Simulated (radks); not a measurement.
All-electron atom: Pr+ in [Xe] 4f3 7p1 (not the ground configuration). Method: Dirac Kohn-Sham, BLYP, spin-unpolarised, spherical densities, finite nucleus; open shells are shared between the two j in proportion to 2j + 1; Fermi nuclear charge, rms radius 4.8919 fm; computed with a radial shooting solver on a logarithmic mesh with Libxc functionals.

X-ray form factor f0, the Fourier transform of the density (f0(0) = 58):

| sin(theta)/lambda (1/angstrom) | f0 (electrons) |
|---|---|
| 0.05 | 56.294 |
| 0.1 | 54.128 |
| 0.15 | 51.068 |
| 0.2 | 47.650 |
| 0.25 | 44.307 |
| 0.3 | 41.213 |
| 0.4 | 36.005 |
| 0.5 | 31.848 |
| 0.6 | 28.366 |
| 0.8 | 22.893 |
| 1 | 19.198 |
| 1.25 | 16.244 |
| 1.5 | 14.031 |
| 2 | 10.167 |
